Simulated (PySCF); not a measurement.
## Atomic charges by several schemes

Compound: C8H8ClP.
SMILES with atom numbers: `[Cl:1][c:2]1[cH:3][cH:4][p:5][c:6]([CH:7]2[CH2:8][CH2:9]2)[cH:10]1` (hydrogens: H11 on C3; H12 on C4; H13 on C7; H14, H15 on C8; H16, H17 on C9; H18 on C10)

Structure used (GFN2-xTB), in Å, numbered top down from 1:
```xyz
18
C8H8ClP angstrom
Cl     3.1410    0.8927   -2.3905
C      2.1941    0.3454   -1.0446
C      2.8584   -0.1691    0.0567
C      2.1824   -0.6271    1.1663
P      0.4660   -0.6441    1.3878
C     -0.0581    0.0550   -0.1342
C     -1.5075    0.2301   -0.3578
C     -2.4808   -0.7733    0.2058
C     -2.4065    0.5905    0.7974
C      0.8154    0.4511   -1.1324
H      3.9384   -0.2093    0.0373
H      2.7663   -1.0171    1.9911
H     -1.7562    0.6616   -1.3206
H     -3.3420   -1.0367   -0.3893
H     -2.0646   -1.5947    0.7721
H     -1.9406    0.6977    1.7670
H     -3.2150    1.2826    0.6165
H      0.4006    0.8710   -2.0402
```

Density: PBE0/pcSseg-1 (PySCF); schemes: Mulliken, IAO, Hirshfeld and ESP-fitted. The structure is a single GFN2-xTB conformer in the gas phase; no vibrational or solvent corrections.

Q: Tabulate the Mulliken, IAO, Hirshfeld and ESP-fitted charges.

A: In e:

```tsv
atom	environment	Mulliken	IAO	Hirshfeld	ESP-fitted
Cl1	aryl chlorine	-0.078	-0.030	-0.026	-0.081
C2	aromatic C–Cl carbon	-0.263	+0.004	+0.022	+0.103
C3	aromatic CH carbon	+0.069	-0.155	-0.060	-0.242
C4	aromatic CH carbon	-0.383	-0.361	-0.100	-0.056
P5	phosphorus bonded to 2 C	+0.464	+0.318	+0.096	-0.177
C6	substituted aromatic carbon	-0.347	-0.178	-0.036	+0.364
C7	benzylic-type carbon	-0.245	-0.134	-0.044	-0.358
C8	three-membered-ring carbon	-0.175	-0.283	-0.086	-0.270
C9	three-membered-ring carbon	-0.175	-0.283	-0.086	-0.264
C10	aromatic CH carbon	+0.106	-0.157	-0.061	-0.287
H11	aromatic hydrogen	+0.106	+0.167	+0.051	+0.164
H12	aromatic hydrogen	+0.138	+0.170	+0.050	+0.149
H13	methine hydrogen	+0.106	+0.146	+0.050	+0.211
H14	methylene hydrogen	+0.136	+0.155	+0.052	+0.163
H15	methylene hydrogen	+0.151	+0.154	+0.039	+0.140
H16	methylene hydrogen	+0.151	+0.154	+0.039	+0.138
H17	methylene hydrogen	+0.136	+0.154	+0.052	+0.161
H18	aromatic hydrogen	+0.102	+0.159	+0.047	+0.141
```

Mean size of the charges over all atoms: ESP-fitted 0.193 e, Mulliken 0.185 e, IAO 0.176 e, Hirshfeld 0.055 e. Each set sums to the total charge, 0, to within 0.001 e. The Hirshfeld scheme divides the density at each point in proportion to the densities of the neutral, spherically averaged free atoms. The IAO scheme counts the electrons in orthogonalised intrinsic atomic orbitals, a minimal basis polarised so that it spans the occupied orbitals exactly.

Lowest charge. The schemes don't all agree: Mulliken C4 (-0.383); IAO C4 (-0.361); Hirshfeld C4 (-0.100); ESP-fitted C7 (-0.358).

Highest charge. The schemes don't all agree: Mulliken P5 (+0.464); IAO P5 (+0.318); Hirshfeld P5 (+0.096); ESP-fitted C6 (+0.364).

Q: Sum the charges by element, for elements with more than one atom.

A: 
```tsv
element	atoms	Mulliken	IAO	Hirshfeld	ESP-fitted
C	8	-1.413	-1.547	-0.451	-1.009
H	8	+1.026	+1.259	+0.381	+1.267
```

Q: How many electrons does the Hirshfeld scheme count on C6?

A: Z − q = 6 − (-0.036) = 6.036.

Q: How closely do the schemes follow one another over all atoms?

A: Correlation coefficient and root-mean-square difference: IAO with Hirshfeld 0.99, 0.137 e; Mulliken with IAO 0.81, 0.127 e; Mulliken with Hirshfeld 0.74, 0.175 e; Hirshfeld with ESP-fitted 0.59, 0.182 e; IAO with ESP-fitted 0.51, 0.201 e; Mulliken with ESP-fitted 0.11, 0.284 e.
